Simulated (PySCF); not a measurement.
Gas-phase XPS of `B[SiH2]N[SiH3]`, computed

BH₈NSi₂.
Structure used (PBE0-D3(BJ)/def2-SVP), in Å, numbered top down from 1:
```xyz
12
BH8NSi2 angstrom
B      2.1708    0.3621    0.7173
Si     1.0200   -0.9551   -0.2704
N     -0.6018   -0.4022   -0.6242
Si    -1.6708    0.5632    0.3506
H      3.3263    0.0650    0.9199
H      1.7916    1.4319    1.1299
H      1.6800   -1.2866   -1.5777
H      1.0424   -2.2345    0.5276
H     -1.0298   -0.8398   -1.4366
H     -2.2079    1.7372   -0.4069
H     -0.8907    1.0518    1.5256
H     -2.8498   -0.2156    0.8494
```

The calculation used delta-SCF UKS SCAN, pcX-2 on the ionised atom, pcseg-1 elsewhere, spin-free X2C in PySCF. Binding energies are ΔSCF values: E(core-ionised, relaxed orbitals) − E(ground state) at a fixed geometry, referred to the vacuum level.

Question: List the computed XPS lines with their assignment.

Answer: 
```json
{"atom(s)": "Si4", "environment": "SiH3 silicon", "level": "Si 1s", "binding energy (eV)": "1846.89", "2p1/2 (eV)": "–", "above the level's lowest (eV)": "+0.40", "count": "1"}
{"atom(s)": "Si2", "environment": "SiH2 silicon", "level": "Si 1s", "binding energy (eV)": "1846.49", "2p1/2 (eV)": "–", "above the level's lowest (eV)": "0.00", "count": "1"}
{"atom(s)": "N3", "environment": "nitrogen bridging silicon atoms", "level": "N 1s", "binding energy (eV)": "404.16", "2p1/2 (eV)": "–", "above the level's lowest (eV)": "0.00", "count": "1"}
{"atom(s)": "Si4", "environment": "SiH3 silicon", "level": "Si 2p3/2", "binding energy (eV)": "107.03", "2p1/2 (eV)": "107.65", "above the level's lowest (eV)": "+0.36", "count": "1"}
{"atom(s)": "Si2", "environment": "SiH2 silicon", "level": "Si 2p3/2", "binding energy (eV)": "106.67", "2p1/2 (eV)": "107.29", "above the level's lowest (eV)": "0.00", "count": "1"}
```

Lowest listed Si 1s: Si2, bonded to N, 2 H and B. Highest, 0.40 eV above it: Si4, bonded to N and 3 H. Summing the Pauling electronegativity differences to the bonded atoms, each weighted by its formal bond order, gives +1.88 for the lowest site and +2.04 for the highest.

Lowest listed Si 2p3/2: Si2, bonded to N, 2 H and B. Highest, 0.36 eV above it: Si4, bonded to N and 3 H.

Question: What is the longest wavelength that can ionise N 1s of N3 vertically?

Answer: λ = hc/E = 12398.42 eV Å / 404.16 eV = 30.677 Å.

Not every level is listed. Spin–orbit coupling isn't in the SCF: each 2p doublet comes from a relaxed spin-free hole plus a matrix of the shell (mean-field spin–orbit coupling and the ground-state 2p splitting), with 2p3/2 averaged over its two sublevels. 2p1/2 minus 2p3/2 (ligand field included): Si 0.62 eV. No level of boron is listed. Isolated species at its PBE0-D3(BJ)/def2-SVP geometry (one conformer only).
